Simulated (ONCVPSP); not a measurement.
## Transferability test, ONCV potential for Cs (Z = 55)

```json
{
  "Element": "caesium (Cs)",
  "Generator": "ONCVPSP 4.0.1",
  "Type": "optimised norm-conserving Vanderbilt (ONCV)",
  "Functional": "LDA (Perdew-Zunger)",
  "Relativity": "scalar-relativistic",
  "Frozen core": "[Kr] 4d10",
  "Valence charge": "9",
  "Reference configuration": "5s2 5p6 6s1",
  "Partial waves": "5s+6s: rc 2.70 bohr, ncon 3, nbas 7, qcut 4.7 1/bohr, 2 projectors; 5p: rc 2.95 bohr, ncon 4, nbas 8, qcut 5.2 1/bohr, 2 projectors, debl 3.5 Ha; d scattering state at 0.02 Ha: rc 2.90 bohr, ncon 4, nbas 7, qcut 3.4 1/bohr, 2 projectors, debl 1 Ha",
  "Local potential": "polynomial inside 2.05 bohr (lpopt 3, dvloc0 4 Ha)",
  "Core correction": "polynomial model core, fcfact 0.7"
}
```

In the d channel the program set the typed energies aside and used 0.050, 1.050 Ha.

Energies are relative to the spin-unpolarised reference configuration 5s2 5p6 6s1; without spin polarisation the order of configurations can differ from experiment.

(1) Give the all-electron excitation energy and the error of the potential for: 5s2 5p6 6s0; 5s2 5p6 6s0.5; 5s2 5p6 6s0 6p1; 5s1 5p6 6s1.

Levels in the configuration 5s1 5p6 6s1:

```
level  all-electron (eV)  pseudo (eV)
   5s            -37.113      -37.285
   5p            -23.144      -23.203
   6s             -7.650       -7.660
```

## Answers

(1)

```tsv
valence configuration	charge	ΔE all-electron (eV)	error AE − PS (meV)
5s2 5p6 6s0	+1	3.999	-0.3
5s2 5p6 6s0.5	+0.5	1.555	-0.1
5s2 5p6 6s0 6p1	0	1.476	+2.5
5s1 5p6 6s1	+1	31.884	-85
```
